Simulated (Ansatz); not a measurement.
Input for Ansatz (a first-principles code): R-CCSD(T)/def2-TZVPP on CH7NSn (SMILES C[NH][SnH3]), a point of a torsion scan. Elements past Kr take the def2 small-core potentials; no spin–orbit coupling. The run froze 11 orbitals, filled d shells among them.

Ansatz 0.2 input:
```yaml
crystal:
  periodic: [false, false, false]
  atoms:
    - {symbol: C, position_ang: [-1.59034006, -0.12364542, 0.15506117]}
    - {symbol: N, position_ang: [-0.21812723, -0.05363864, -0.30028390]}
    - {symbol: Sn, position_ang: [0.89197649, 1.60270173, -0.27493846]}
    - {symbol: H, position_ang: [-2.31360594, -0.08561893, -0.66457068]}
    - {symbol: H, position_ang: [-1.74601992, -1.06154284, 0.69420128]}
    - {symbol: H, position_ang: [-1.79682837, 0.69427875, 0.84027949]}
    - {symbol: H, position_ang: [-0.06981019, -0.68858429, -1.06986302]}
    - {symbol: H, position_ang: [0.38013912, 2.88463390, -1.23620685]}
    - {symbol: H, position_ang: [2.38904927, 1.08927230, -0.75035352]}
    - {symbol: H, position_ang: [0.86318963, 2.09571333, 1.30362398]}
basis:
  gaussian:
    orbitals: def2-TZVPP
magnetization: {spin_polarized: false}
correlation: {method: ccsd_t, electrons: outside_noble_gas}
scf: {lower_state_search: off}
```

### Question
What total energy does the run end on?

### Answer
-310.3143 hartree (reference determinant -309.7434, T1 diagnostic 0.010).

### Question
How many basis functions does it have, and what does it roughly cost on one machine?

### Answer
210 functions; very roughly 3 core-minutes.
